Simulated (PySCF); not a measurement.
B(Br)2(Me) (CH₃BBr₂), SMILES BrB(C)Br.

Geometry optimised at B3LYP-D3(BJ)/def2-SVP.

All values below come from PBE/def2-TZVP (PySCF).

The molecule is in vacuum.

The total energy comes out as -5212.30403 hartree. The point group is Cs. The highest occupied level comes out as -6.94 eV. The lowest empty level comes out as -2.48 eV and the orbital gap is 4.46 eV. The dipole moment is 1.34 D, the quadrupole, principal values (traceless, Buckingham form, about the centre of nuclear charge) is -1.90, -0.31, 2.21 D·Å and the mean static polarisability is 67.9 bohr³ (10.06 Å³). The polarisability, principal values is 49.6, 68.6, 85.4 bohr³.
